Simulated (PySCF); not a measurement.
Cl₃HHfS, SMILES [SH][Hf]([Cl])([Cl])[Cl], multiplicity 1.

Coordinates come from a B3LYP-D3(BJ)/def2-SVP optimisation. The spin state was assumed, not searched. The def2 effective core potentials stand for the cores of Hf; spin–orbit coupling is left out. One conformer was computed; it need not be the lowest.

The numbers are results of TDDFT-PBE/def2-SVPD in PySCF, not measurements.

Vertical excitations. Gas-phase values at a fixed geometry. State labels are in the subgroup Cs.

Computed UV-visible absorptions:
```
state  symmetry  energy (eV)  λ (nm)      f                                              main pairs
-----  --------  -----------  ------  -----  ------------------------------------------------------
S1           A"         3.79     327  0.002                                         HOMO→LUMO 100 %
S2           A'         4.34     286  0.025                                        HOMO→LUMO+1 86 %
S3           A"         4.72     263  0.000                                        HOMO→LUMO+2 99 %
S4           A'         4.91     252  0.003                                        HOMO−1→LUMO 92 %
S5           A"         4.94     251  0.001                                        HOMO→LUMO+3 87 %
S6           A"         5.04     246  0.012                                        HOMO−2→LUMO 82 %
S7           A"         5.20     238  0.001                                      HOMO−1→LUMO+1 96 %
S8           A'         5.21     238  0.019                      HOMO→LUMO+4 57 %, HOMO−3→LUMO 22 %
S9           A'         5.28     235  0.028  HOMO−3→LUMO 57 %, HOMO→LUMO+4 19 %, HOMO−2→LUMO+1 12 %
S10          A"         5.29     234  0.003                                        HOMO−4→LUMO 92 %
T1           A"         3.66     339      0                                         HOMO→LUMO 100 %
T2           A'         3.88     320      0                                        HOMO→LUMO+1 96 %
T3           A'         4.54     273      0                                        HOMO−1→LUMO 98 %
T4           A"         4.63     268      0                                        HOMO→LUMO+2 96 %
```
Triplets are in the Tamm–Dancoff approximation, which puts them higher than full response would, so one can lie above its singlet here.
